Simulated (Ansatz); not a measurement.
The cluster MoO₂. The state is a quintet with charge 0. Geometry r2SCAN-D4/def2-TZVP; atoms count from 1.

```xyz
3

Mo    0.2412    0.0381   -0.0580
O    -0.4513   -0.4089   -1.6025
O     0.2101    0.3707    1.6605
```

In the def2 sets Mo takes a core potential; there is no spin–orbit coupling. At PBE0-D4/def2-TZVP a triplet of charge 0 lies 2.26 eV below the quintet, each at its own geometry. The structure comes from a short search, and lower isomers may exist.

Problem. Estimate the Mulliken populations from the PBE0/def2-TZVP orbitals of Ansatz.

Solution. 
| atom | charge (e) | spin (α − β) | d electrons |
| --- | --- | --- | --- |
| Mo1 | 1.01 | 3.00 | 4.16 |
| O2 | -0.51 | 0.50 | – |
| O3 | -0.51 | 0.50 | – |
Mulliken values and Mayer orders depend strongly on the basis.

Problem. Where does the spin sit?

Solution. Summed by element: Mo 3.00, O 1.00, of 4 unpaired in all. Largest on single atoms: Mo1 3.00, O2 0.50, O3 0.50.

Problem. And the Mayer bond orders between bonded heavy atoms (over 0.3)?

Solution. Mo1–O2 1.53 (1.75 Å); Mo1–O3 1.53 (1.75 Å). Values over 0.3 also appear between atoms too far apart for a bond (O2–O3 0.37 at 3.42 Å); they arise where an orbital or an unpaired electron spreads over both atoms.
